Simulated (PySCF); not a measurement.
Mapped SMILES: `[CH2:1]=[CH:2]/[C:3](=[C:4](/[CH3:5])[F:6])[C:7]([F:8])([F:9])[F:10]` (H(Xn): hydrogen on atom n). Ha(C1) is cis to C3; Hb(C1) is trans to C3.

Non-relativistic, gas phase, single conformer, rapidly exchanging positions averaged. Shielding tensors at PBE0/pcSseg-1 (GIAO); geometry: GFN2-xTB; PySCF 2.14.0 with density-fitted response routines.

Referencing at the same level of theory: ¹³C (σ = 186.93 ppm), ¹H (σ = 31.72 ppm) against TMS; ¹⁹F (σ = 170.95 ppm) vs CFCl3.

```
    atoms  nucleus  count  Hirshfeld charge  δ (ppm)
F8/F9/F10      ¹⁹F      3             -0.08    -71.5
       C5      ¹³C      1             -0.13        ?
       F6      ¹⁹F      1             -0.06    -74.1
       C3      ¹³C      1             -0.07    118.7
       C7      ¹³C      1              0.26        ?
    H(C5)       ¹H      3              0.05        ?
       C1      ¹³C      1             -0.10    123.8
   Ha(C1)       ¹H      1              0.03     5.88
       C4      ¹³C      1              0.12        ?
    H(C2)       ¹H      1              0.04     6.92
   Hb(C1)       ¹H      1              0.05     5.68
       C2      ¹³C      1             -0.06    131.3
```

Problem. Complete the table.

Solution. 
- C4: 172.6 ppm, fully substituted alkene carbon
- C7: 133.8 ppm, CF3 carbon; 3 electronegative neighbours deshield it
- C5: 20.4 ppm, allylic methyl carbon; a saturated carbon with 1 carbon neighbour and no heteroatom attached
- H(C5): 2.51 ppm, hydrogen on an allylic methyl carbon; allylic position

Shifts are as computed. Against solution values, carbons near 30 ppm lie about +3 ppm off and those near 130 ppm about +5 ppm. Of 1211 compounds with measured shifts, 218 miss one by over three times the rms of a fit or turn the order of signals round; such compounds aren't used in these exercises. Unscaled 19F shifts against computed CFCl3 carry errors that often reach 10 to 50 ppm.
